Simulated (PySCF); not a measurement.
# What a mistake does to a calculation on AlClH4NSi cation

Calculated results; nothing here was measured. The program is PySCF 2.14.0, an open-source quantum chemistry code, run on an isolated molecule that a program drew, which may never have been made. The molecule is AlClH4NSi cation (charge +1, singlet), drawn as the SMILES string `[AlH2][NH][SiH+]Cl`.

Each row is a Hartree-Fock (HF) and frozen-core CCSD(T) single point in the cc-pV(D+d)Z basis, meant for a local HF minimum. Run 1 is clean. Each other run has one planted mistake out of seven kinds, and not every kind appears here: one electron removed, one electron added, multiplicity raised by two, geometry at a saddle point, minimal basis STO-3G, one bond length entered in bohr, all coordinates scaled. The reference is restricted for singlets and unrestricted otherwise, and also for a bond in bohr. Adding or removing an electron swaps singlet and doublet. Electrons count all cores. HOMO and LUMO are orbital energies over both spins, the gradient is its largest component, and the lowest frequency (negative if imaginary) is given only where the gradient is small. Bond lengths are over the 7 bonds as drawn. T1 is the CCSD diagnostic: over 0.02 (restricted) or 0.045 (unrestricted) a single reference is doubtful.

Geometry of the clean run:
```xyz
8
AlClH4NSi cation, angstrom
Al   -0.6237   -2.7541   -1.6843
N     0.0830   -1.1458   -0.9746
Si    0.8053    0.1632   -1.6149
Cl    1.1143    0.3163   -3.5529
H    -0.4830   -2.8390   -3.2317
H    -1.2076   -3.6772   -0.5782
H    -0.0098   -1.0883    0.0338
H     1.2532    1.2740   -0.7899
```

| run | electrons | basis functions | <S^2> | HOMO (eV) | LUMO (eV) | gradient (hartree/bohr) | lowest frequency (cm^-1) | mean bond (Å) | longest bond (Å) | T1 | HF (hartree) | CCSD(T) (hartree) | mistake |
|---|---|---|---|---|---|---|---|---|---|---|---|---|---|
| 1 | 54 | 103 | 0.000 | -16.23 | -3.88 | 2.3e-05 | 115 | 1.5813 | 1.968 | 0.0138 | -1046.98448 | -1047.49160 | no fault |
| 2 | 53 | 103 | 0.847 | -22.14 | -13.99 | 6.4e-02 | - | 1.5813 | 1.968 | 0.0206 | -1046.43015 | -1046.91362 | one electron removed |
| 3 | 54 | 103 | 0.859 | -16.25 | -5.29 | 1.1e-02 | - | 1.7661 | 2.748 | 0.0373 | -1046.86996 | -1047.36531 | ? |
| 4 | 55 | 103 | 0.768 | -5.37 | 1.37 | 7.9e-02 | - | 1.5813 | 1.968 | 0.0236 | -1047.15321 | -1047.67375 | ? |

**Which mistake was planted in run 3, and what did it cost?**

The mean bond changes by a factor of 1.117 and the longest by 1.396, so the molecule wasn't scaled as a whole. A length L in bohr read as angstrom grows by (1/0.5292 - 1) L = 0.890 L. The 7 bonds together grew by 7 x 0.1848 = 1.294 Å, which gives L = 1.454 Å. That is bond Si3-H8, 1.454 Å in the clean geometry. So the mistake is: one bond length entered in bohr. Subtracting run 1 and multiplying by 627.51 kcal/mol a hartree, the energy moved by 71.9 kcal/mol in HF and 79.2 kcal/mol in CCSD(T).

**Which mistake was planted in run 4, and what did it cost?**

It counts 55 electrons, one more than the clean run, at the same geometry and basis. So the mistake is: one electron added. Subtracting run 1 and multiplying by 627.51 kcal/mol a hartree, the energy moved by -105.9 kcal/mol in HF and -114.3 kcal/mol in CCSD(T).

